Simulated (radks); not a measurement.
Question: Radial electron density D(r) = 4 pi r^2 rho(r) of an atom or ion with 43 electrons. Calculated with a radial shooting solver on a logarithmic mesh with Libxc functionals: Dirac Kohn-Sham, LDA (Slater exchange, Perdew-Wang correlation), spin-unpolarised, spherical densities, finite nucleus; Fermi nuclear charge, rms radius of each element as measured or else 0.836 A^(1/3) + 0.57 fm.

```
   r/bohr * D(r) (the largest magnitude, 67.6, reaches the edge; | marks zero)
 0.002224 |  *
 0.003063 |    *
 0.004252 |        *
 0.005855 |             *
 0.008128 |                    *
  0.01119 |                             *
  0.01554 |                                      *
   0.0214 |                                           *
  0.02971 |                                          *
  0.04091 |                                      *
  0.05679 |                                      *
  0.07821 |                                               *
   0.1086 |                                                      *
   0.1495 |                                             *
   0.2075 |                                  *
   0.2858 |                                        *
   0.3968 |                                     *
   0.5464 |                  *
   0.7585 |         *
    1.045 |         *
    1.439 |     *
    1.997 |  *
     2.75 |*
    3.818 *
    5.257 *
    7.298 *
    10.05 *
    13.95 *
    19.21 *
    26.67 *
```

What is the nuclear charge?

Answer: Z = 43. The innermost maximum, from 1s, lies near gamma/Z bohr with gamma = sqrt(1 - (Z/c)^2) = 0.949, here 0.0221 bohr (found: 0.0241), and its height grows with Z. The density is that of neutral technetium in [Ar] 3d10 4s2 4p5 4d5 5s2 5d1; the configuration itself is not fixed sharply by these data, and Z only to a few units. D(r) has 4 maxima, at r = 0.0241, 0.107, 0.330, 0.934 bohr, and minima at 0.0484, 0.213, 0.815 bohr, inside which lie 2.05, 11.12, 29.44 electrons.
